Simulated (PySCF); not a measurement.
Q: Write Cartesian coordinates for MoNF3 (`[N]#[Mo]([F])([F])[F]`) as optimised with PBE0-D3(BJ)/def2-SVP. (Singlet state.)

A: 
```
atom  x, y, z in Å
Mo1    0.015   -0.022   -0.052
N2     0.005   -0.048    1.559
F3     1.795   -0.063   -0.510
F4    -0.824    1.549   -0.506
F5    -0.916   -1.526   -0.553
```

Orientation and origin are arbitrary. Atoms count from 1 in this order. All 3 F–Mo bonds measure 1.838 Å. Mo1 (molybdenum bonded to 3 F and N) is distorted tetrahedral (angles from 104.8° to 113.9°).

Bonds between heavy atoms (Å): Mo1–N2 1.611, Mo1–F3 1.838, Mo1–F4 1.838, Mo1–F5 1.838.

Computed, not measured: PBE0-D3(BJ)/def2-SVP geometry optimisation, gas phase, def2 core potentials past Kr in PySCF 2.14.0.

Point group: C3v (tolerance 0.08 Å). PBE0-D3(BJ)/def2-SVP frequencies: not computed here.

On one thread of an Arm Neoverse N1, no GPU, shared host with 64 logical CPUs at a one-minute load of 61, this took 43 s of wall time and 0.34 GiB of memory at its peak. That covers the optimisation of the geometry.
